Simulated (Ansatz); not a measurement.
Born–Oppenheimer molecular dynamics of FGe$_{2}$H$_{7}$O (11 atoms, charge 0, multiplicity 1). It starts at the highest image of a converged band. Of that band: Neighbouring images differ by up to 2.4 eV, so the band resolves the path poorly. A vibrational analysis at the climbing image gives one clearly imaginary mode, 1386i cm⁻¹: a first-order saddle point.

Method: RKS PBE0/def2-SVP (Ansatz 0.2.0).

* ensemble: NVE (velocity Verlet)
* time step: 0.5 fs
* steps asked: 200
* starting velocities drawn for: 300 K
* seed: 11529

First frame:

```xyz
11
Properties=species:S:1:pos:R:3
Ge -0.008 -0.391 0.128
Ge 0.090 0.088 2.818
H -1.387 -0.012 3.213
H 0.950 -0.731 3.809
H 0.587 1.540 2.800
H 1.199 0.269 -0.527
F -1.131 0.964 0.357
O -1.212 -1.433 -0.626
H -0.839 -2.305 -0.802
H 0.966 -1.841 0.548
H 0.629 -1.172 1.483
```

(1) How far do the bonds stretch over the last three quarters of this one trajectory? (Pairs bonded in most of those frames.)

## Answers

(1) 
| bond | mean (Å) | spread (Å) | shortest | longest |
| --- | --- | --- | --- | --- |
| Ge1–Ge2 | 2.356 | 0.115 | 2.21 | 2.60 |
| Ge1–H6 | 1.549 | 0.014 | 1.52 | 1.57 |
| Ge1–F7 | 1.782 | 0.054 | 1.68 | 1.84 |
| Ge1–O8 | 1.788 | 0.032 | 1.73 | 1.83 |
| Ge2–H3 | 1.536 | 0.013 | 1.52 | 1.56 |
| Ge2–H4 | 1.539 | 0.006 | 1.53 | 1.55 |
| Ge2–H5 | 1.539 | 0.007 | 1.53 | 1.55 |
| O8–H9 | 0.967 | 0.007 | 0.95 | 0.98 |
| H10–H11 | 0.779 | 0.076 | 0.67 | 0.88 |

Mean temperature of the second half: 2088 K. The conserved energy stayed within 0.54 meV per atom of its start (net change -0.032 meV per atom), so the integration is sound. The kinetic energy rose, since the run started high on the potential surface and went downhill. It ends in pieces (FGe2H5O + H2), so much of that is their flight and rotation, not heat. A run of 0.1 ps of so small a system gives no equilibrium averages. The orbitals stay closed-shell, which can raise the energy where a bond breaks towards radicals; this wasn't checked here.

Time of the run: 5.1 min on 4 threads of Intel(R) Xeon(R) 6975P-C (Granite Rapids), on a shared host, peak memory 0.38 GiB.
